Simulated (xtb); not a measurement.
A run for xtb: GFN1-xTB on C2H7IO (a complex), monomers drawn apart or pushed together.

```
$ xtb mol.xyz --gfn 1 --sp --chrg 0 --uhf 0
11

C      0.76888425    -0.82014829     0.06759025
O      0.32688298     0.26357765     0.87059720
C     -0.98971672     0.68641325     0.55061986
H      0.79363772    -0.53126713    -0.98804491
H      0.11508773    -1.69111468     0.18687080
H      1.77353189    -1.07596179     0.39740942
H     -1.03925722     1.03908696    -0.48455704
H     -1.23772113     1.50361198     1.22457437
H     -1.70936146    -0.12816601     0.68784843
I     -0.01245615    -1.35992092     4.68500521
H      0.24358595    -0.59621114     3.24528247
```

It printed:

```
[...]
           -------------------------------------------------
          |                Calculation Setup                |
           -------------------------------------------------



molecular fragmentation (1/2 indicates fragments):
11111111122
# atoms in fragment 1/2:     9     2
 fragment masses (1/2) :       46.07      127.91
CMA distance (Bohr)    :   8.339
constraining FC (au)   :  0.0500

           -------------------------------------------------
          |                 G F N 1 - x T B                 |
           -------------------------------------------------

        Reference                      10.1021/acs.jctc.7b00118
      * Hamiltonian:
        H0-scaling (s, p, d)           1.850000    2.250000    2.000000
        zeta-weighting                 0.000000
      * Dispersion:
        s8                             2.400000
        a1                             0.630000
        a2                             5.000000
        s9                             0.000000
      * Repulsion:
        kExp                           1.500000
        rExp                           1.000000
      * Coulomb:
        alpha                          2.000000
        third order                    atomic
        anisotropic                    false
      * Halogen bond correction:
        rad-scale                      1.300000
        damping                        0.440000


          ...................................................
          :                      SETUP                      :
          :.................................................:
          :  # basis functions                  36          :
          :  # atomic orbitals                  35          :
          :  # shells                           23          :
          :  # electrons                        28          :
          :  # halogen bonds                     1          :
          :  max. iterations                   250          :
          :  Hamiltonian                  GFN1-xTB          :
          :  restarted?                      false          :
          :  GBSA solvation                  false          :
          :  PC potential                    false          :
          :  electronic temp.          300.0000000     K    :
          :  accuracy                    1.0000000          :
          :  -> integral cutoff          0.2500000E+02      :
          :  -> integral neglect         0.1000000E-07      :
          :  -> SCF convergence          0.1000000E-05 Eh   :
          :  -> wf. convergence          0.2000000E-04 e    :
          :  Broyden damping             0.4000000          :
          :  net charge                          0          :
          :  unpaired electrons                  0          :
          ...................................................

 iter      E             dE          RMSdq      gap      omega  full diag
   1    -16.7284339 -0.167284E+02  0.627E+00    5.26       0.0  T
   2    -16.7680465 -0.396126E-01  0.371E+00    5.83       1.0  T
   3    -16.7688863 -0.839840E-03  0.992E-01    5.91       1.0  T
   4    -16.7696036 -0.717270E-03  0.545E-02    5.89       1.0  T
   5    -16.7696327 -0.290966E-04  0.881E-03    5.89       3.4  T
   6    -16.7696331 -0.428704E-06  0.106E-03    5.89      28.5  T
   7    -16.7696331 -0.649190E-08  0.281E-04    5.89     107.1  T
   8    -16.7696331 -0.940119E-10  0.807E-05    5.89     373.4  T
   9    -16.7696331 -0.312710E-10  0.238E-05    5.89    1264.5  T

   *** convergence criteria satisfied after 9 iterations ***

         #    Occupation            Energy/Eh            Energy/eV
      -------------------------------------------------------------
         1        2.0000           -0.8515801             -23.1727
       ...           ...                  ...                  ...
         8        2.0000           -0.5241464             -14.2627
         9        2.0000           -0.5094645             -13.8632
        10        2.0000           -0.5013764             -13.6431
        11        2.0000           -0.4905588             -13.3488
        12        2.0000           -0.4477258             -12.1832
        13        2.0000           -0.3958617             -10.7719
        14        2.0000           -0.3958612             -10.7719 (HOMO)
        15                         -0.1793161              -4.8794 (LUMO)
        16                         -0.1399207              -3.8074
        17                         -0.1350048              -3.6737
        18                         -0.0940382              -2.5589
        19                         -0.0800991              -2.1796
       ...                                ...                  ...
        35                          0.5091328              13.8542
      -------------------------------------------------------------
                  HL-Gap            0.2165451 Eh            5.8925 eV
             Fermi-level           -0.2875886 Eh           -7.8257 eV

 SCC (total)                   0 d,  0 h,  0 min,  0.005 sec
 SCC setup                      ...        0 min,  0.000 sec (  1.213%)
 Dispersion                     ...        0 min,  0.000 sec (  0.753%)
 classical contributions        ...        0 min,  0.000 sec (  0.384%)
 integral evaluation            ...        0 min,  0.001 sec ( 23.099%)
 iterations                     ...        0 min,  0.001 sec ( 28.530%)
 molecular gradient             ...        0 min,  0.002 sec ( 43.659%)
 printout                       ...        0 min,  0.000 sec (  2.247%)

         :::::::::::::::::::::::::::::::::::::::::::::::::::::
         ::                     SUMMARY                     ::
         :::::::::::::::::::::::::::::::::::::::::::::::::::::
         :: total energy             -16.653757592119 Eh    ::
         :: gradient norm              0.032211665242 Eh/a0 ::
         :: HOMO-LUMO gap              5.892491709845 eV    ::
         ::.................................................::
         :: SCC energy               -16.769633100055 Eh    ::
         :: -> electrostatic           0.040324652775 Eh    ::
         :: repulsion energy           0.118893072266 Eh    ::
         :: dispersion energy         -0.003017564331 Eh    ::
         :: halogen bond corr.        -0.000000000000 Eh    ::
         :: add. restraining           0.000000000000 Eh    ::
         :: total charge              -0.000000000000 e     ::
         :::::::::::::::::::::::::::::::::::::::::::::::::::::

           -------------------------------------------------
          |                Property Printout                |
           -------------------------------------------------

    * Orbital Energies and Occupations

         #    Occupation            Energy/Eh            Energy/eV
      -------------------------------------------------------------
         1        2.0000           -0.8515801             -23.1727
         2        2.0000           -0.7846221             -21.3507
         3        2.0000           -0.6810647             -18.5327
         4        2.0000           -0.6406600             -17.4332
         5        2.0000           -0.5960609             -16.2196
         6        2.0000           -0.5858063             -15.9406
         7        2.0000           -0.5842239             -15.8975
         8        2.0000           -0.5241464             -14.2627
         9        2.0000           -0.5094645             -13.8632
        10        2.0000           -0.5013764             -13.6431
        11        2.0000           -0.4905588             -13.3488
        12        2.0000           -0.4477258             -12.1832
        13        2.0000           -0.3958617             -10.7719
Note: The following floating-point exceptions are signalling: IEEE_DENORMAL
normal termination of xtb
        14        2.0000           -0.3958612             -10.7719 (HOMO)
        15                         -0.1793161              -4.8794 (LUMO)
        16                         -0.1399207              -3.8074
        17                         -0.1350048              -3.6737
        18                         -0.0940382              -2.5589
        19                         -0.0800991              -2.1796
        20                         -0.0603509              -1.6422
        21                         -0.0578515              -1.5742
        22                         -0.0530179              -1.4427
        23                         -0.0470398              -1.2800
        24                         -0.0469415              -1.2773
        25                         -0.0462265              -1.2579
       ...                                ...                  ...
        35                          0.5091328              13.8542
      -------------------------------------------------------------
                  HL-Gap            0.2165451 Eh            5.8925 eV
             Fermi-level           -0.2875886 Eh           -7.8257 eV

  Mulliken/CM5 charges         n(s)   n(p)   n(d)
     1C     0.16938  0.04626   0.971  2.860  0.000
     2O    -0.46144 -0.57456   1.690  4.772  0.000
     3C     0.16938  0.04626   0.971  2.860  0.000
     4H     0.01558  0.07441   0.984  0.000  0.000
     5H     0.01440  0.07298   0.986  0.000  0.000
     6H     0.03536  0.09552   0.965  0.000  0.000
     7H     0.01558  0.07440   0.984  0.000  0.000
     8H     0.03536  0.09552   0.965  0.000  0.000
     9H     0.01439  0.07298   0.986  0.000  0.000
    10I    -0.08951 -0.11900   1.987  5.105 -0.002
    11H     0.08153  0.11522   0.918  0.000  0.000

Wiberg/Mayer (AO) data.
largest (>0.10) Wiberg bond orders for each atom

 ---------------------------------------------------------------------------
     #   Z sym  total        # sym  WBO       # sym  WBO       # sym  WBO
 ---------------------------------------------------------------------------
     1   6 C    3.923 --     6 H    0.983     4 H    0.983     5 H    0.982
                             2 O    0.953
     2   8 O    2.017 --     3 C    0.953     1 C    0.953
     3   6 C    3.923 --     8 H    0.983     7 H    0.983     9 H    0.982
                             2 O    0.953
     4   1 H    1.010 --     1 C    0.983
     5   1 H    1.011 --     1 C    0.982
     6   1 H    1.016 --     1 C    0.983
     7   1 H    1.010 --     3 C    0.983
     8   1 H    1.016 --     3 C    0.983
     9   1 H    1.011 --     3 C    0.982
    10  53 I    0.995 --    11 H    0.990
    11   1 H    1.004 --    10 I    0.990
 ---------------------------------------------------------------------------

Topologies differ in total number of bonds
Writing topology from bond orders to xtbtopo.mol

 dipole moment from electron density (au)
     X       Y       Z
  -0.4562  -0.2997  -0.7256  total (Debye):    2.308


           -------------------------------------------------
          | TOTAL ENERGY              -16.653757592119 Eh   |
          | GRADIENT NORM               0.032211665242 Eh/α |
          | HOMO-LUMO GAP               5.892491709845 eV   |
           -------------------------------------------------

------------------------------------------------------------------------
------------------------------------------------------------------------
 total:
 SCF:
```

The run finished.

Cost: about 0.020 core-seconds (a rough figure).
